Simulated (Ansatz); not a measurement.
```yaml
crystal:
  periodic: [false, false, false]
  atoms:
    - {symbol: O, position_ang: [-2.500184, 0.942711, 1.222779]}
    - {symbol: Si, position_ang: [-1.369620, -0.308558, 1.192358]}
    - {symbol: B, position_ang: [0.215816, -0.087760, -0.027580]}
    - {symbol: Si, position_ang: [0.379493, 1.459137, -1.269647]}
    - {symbol: Si, position_ang: [1.600296, -1.457935, 0.047822]}
    - {symbol: H, position_ang: [-2.690077, 1.323724, 0.377974]}
    - {symbol: H, position_ang: [-0.959514, -0.501257, 2.592932]}
    - {symbol: H, position_ang: [-2.063607, -1.561372, 0.755728]}
    - {symbol: H, position_ang: [0.947129, 2.521765, -0.469501]}
    - {symbol: H, position_ang: [1.181941, 1.127248, -2.458400]}
    - {symbol: H, position_ang: [-0.945489, 1.946184, -1.724747]}
    - {symbol: H, position_ang: [1.659994, -2.338602, 1.215264]}
    - {symbol: H, position_ang: [2.955728, -0.895967, -0.129054]}
    - {symbol: H, position_ang: [1.357371, -2.318868, -1.204200]}
basis:
  gaussian: {orbitals: def2-mTZVPP, fitting: {mean_field: def2-universal-jkfit}, nuclear_model: gaussian}
hamiltonian: {xc: {name: BHLYP}, dispersion: d3bj}
accuracy: high
scf: {lower_state_search: full}
smearing: {width: 0.1}
output: {forces: true}
```

```sh
$ ansatz run in.yaml --threads 4 --pin off --events-out ev --progress --plain --max-ram 10444MiB
```

Task: How does Ansatz answer? (Best estimate.)

Result: Ansatz gave: The program refused the input.
```
Error: YAML parse error: error: line 23 column 1: unknown field `smearing`, expected one of crystal, accuracy, basis, kpoints, hamiltonian, magnetization, projection, total_charge, correlation, batch, efield, external_charges, scf, relax, neb, saddle, md, ramp, phonons, dielectric, real_time, elastic, magnetic_configurations, gw, evaluate, workflow, output, checkpoint, execution
21 | accuracy: high
22 | scf: {lower_state_search: full}
23 | smearing: {width: 0.1}
24 | output: {forces: true}
```
